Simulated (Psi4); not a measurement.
boroxine (H$_{3}$B$_{3}$O$_{3}$), singlet, geometry from GFN2-xTB. Base run: Psi4 1.11 with PBE/6-31G.

Input for Psi4:
```
memory 2 GB

molecule mol {
0 1
B    -0.626424    1.183003    0.246010
O    -1.339483    0.024860    0.229707
B    -0.714807   -1.158110   -0.016003
O     0.625608   -1.181461   -0.245689
B     1.341232   -0.024893   -0.230007
O     0.713876    1.156601    0.015983
H    -1.164867    2.199854    0.457468
H    -1.329220   -2.153564   -0.029759
H     2.494088   -0.046290   -0.427709
}

set {
  basis 6-31g
  reference rks
}

energy('pbe')
print_variables()
```

The base run was repeated with changes; each row names its change, and settings that it needs were set with it.

```
change                 basis functions      E (Eh)  core-seconds (rough)
---------------------  ---------------  ----------  --------------------
base                                60  -301.82043                     9
basis = STO-3G              (withheld)  (withheld)                     7
basis = 3-21G                       60  -300.27445                     9
basis = def2-SV(P)          (withheld)  (withheld)                     9
basis = def2-SVP                    99  -301.71170                    10
basis = 6-311++G**                 153  -302.01437                    20
basis = def2-SVPD                  153  (withheld)                    20
basis = aug-cc-pVDZ                165  -301.96090                    20
basis = aug-pcseg-1                165  -301.89224                    30
basis = 6-311+G(2d,p)              180  -302.02858                    20
basis = def2-TZVP                  204  -302.05481                    30
basis = cc-pVTZ                    222  -302.04477                    30
basis = def2-TZVPP          (withheld)  (withheld)                    30
```

What belongs in the gaps?


- basis = STO-3G, basis functions: 33
- basis = STO-3G, E (Eh): -297.94023
- basis = def2-SV(P), basis functions: 90
- basis = def2-SV(P), E (Eh): -301.70616
- basis = def2-SVPD, E (Eh): -301.72788
- basis = def2-TZVPP, basis functions: 228
- basis = def2-TZVPP, E (Eh): -302.05555

Totals compare only among sets that treat the same electrons; sets with core potentials leave the core out.
